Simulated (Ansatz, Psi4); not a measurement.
Process, species as SMILES: O=[Si]=O [dioxosilane] → O=[Si]=O as doublet, charge -1 (an electron is taken up)

Wanted: adiabatic electron affinity (0 K, with zero-point energies), in eV. Positive where the reaction releases energy. Terms: spin-orbit terms left out; UHF or UKS for open shells; no dispersion term unless named; non-relativistic; 6-31G* and kin with 6d, 5d where marked. First-principles rows: single points at B3LYP-D3(BJ) geometries (Ansatz, an electronic-structure program), with unscaled harmonic terms from B3LYP/6-31G* (Ansatz) at its own minima. Sets without +, aug- or the D of def2-TZVPD hold no diffuse functions, which anions need. The spin state of an ion or metal species was assumed, not searched.

```json
[
 {"species": "O=[Si]=O", "coefficient": "+1", "E at wB97X-D/6-31G* (Psi4), Eh": "-439.84893", "E at PBE0/def2-TZVPD (Ansatz), Eh": "-439.74095", "zero-point energy, kcal/mol": "4.23"},
 {"species": "O=[Si]=O as doublet, charge -1", "coefficient": "-1", "E at wB97X-D/6-31G* (Psi4), Eh": "-439.90835", "E at PBE0/def2-TZVPD (Ansatz), Eh": "-439.81802", "zero-point energy, kcal/mol": "3.53"}
]
```

 1 Eh = 27.2114 eV and 1 eV = 23.0605 kcal/mol.

Problem. Compute it at each level from the table.

Solution. 
- wB97X-D/6-31G*: the sum of coefficient times E is 0.05942 Eh, or 1.617 eV; the thermal terms add 0.030. Result: 1.65 eV.
- PBE0/def2-TZVPD: the sum of coefficient times E is 0.07707 Eh, or 2.097 eV; the thermal terms add 0.030. Result: 2.13 eV.
